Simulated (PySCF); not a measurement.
Here is a job for PySCF.
```python
from pyscf import gto, scf, dft

mol = gto.Mole()
mol.atom = '''
    Si   -0.40880000   -0.87430000   -2.13750000
    Si   -0.00000000   -0.00000000    0.00000000
    Si   -0.01170000    2.34320000   -0.09840000
    Si   -1.67100000   -0.72890000    1.47550000
    Si    2.09150000   -0.74000000    0.76040000
    H    -1.70360000   -0.45160000   -2.67710000
    H    -0.41570000   -2.33930000   -2.15130000
    H     1.20528000   -0.20870000   -3.70150000
    H     0.23820000    2.95970000    1.20690000
    H    -1.29270000    2.87750000   -0.56750000
    H     1.01090000    2.87060000   -1.00520000
    H    -3.00940000   -0.30060000    1.06130000
    H    -1.72200000   -2.18880000    1.58650000
    H    -1.47830000   -0.21930000    2.83550000
    H     2.17130000   -2.20030000    0.84680000
    H     3.18710000   -0.31920000   -0.11640000
    H     2.41420000   -0.23060000    2.09560000
'''
mol.basis = 'sto-3g'
mol.spin = 2
mol.verbose = 4
mol.build()

mf = dft.UKS(mol)
mf.xc = 'lda,vwn'
mf.kernel()
```

Question: Give the dipole moment at the level SVWN5/STO-3G run with PySCF.

Answer: 0.33 D

Question: Estimate the HOMO energy that SVWN5/STO-3G returns for this input.

Answer: -0.18 eV

Question: What is the computed Mulliken (on the basis functions themselves) charges in atom order (SVWN5/STO-3G)?

Answer: Si1 0.20, Si2 0.04, Si3 0.25, Si4 0.25, Si5 0.25, H6 -0.10, H7 -0.10, H8 0.00, H9 -0.09, H10 -0.09, H11 -0.09, H12 -0.09, H13 -0.09, H14 -0.09, H15 -0.09, H16 -0.09, H17 -0.09

Question: Estimate the <S^2> that SVWN5/STO-3G returns for this input.

Answer: 2.001

These values belong to the state on which the SCF converged, which isn't shown to be the lowest.
